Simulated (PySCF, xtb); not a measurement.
C₂H₆BFN₂, SMILES C/N=C/B(N)F. Other conformers were not sampled.

Harmonic wavenumbers (cm⁻¹) from GFN2-xTB (xtb 6.7.1) at its own minimum, in rising order: 80, 127, 163, 201, 313, 385, 486, 507, 567, 601, 819, 834, 892, 1030, 1080, 1136, 1216, 1341, 1383, 1385, 1455, 1468, 1510, 1709, 2790, 2878, 2980, 2997, 3502, 3555.

What does B3LYP-D3(BJ)/def2-SVP in PySCF give at its own minimum? (The exact figures need the calculation; the answer reports its results.)

101, 154, 187, 222, 339, 412, 487, 501, 619, 640, 841, 889, 947, 1026, 1131, 1147, 1263, 1385, 1411, 1426, 1449, 1463, 1590, 1738, 2943, 2965, 3067, 3085, 3588, 3705. Paired by order, the mean absolute difference is 46 cm⁻¹ and the zero-point energies are 56.3 and 58.2 kcal/mol.
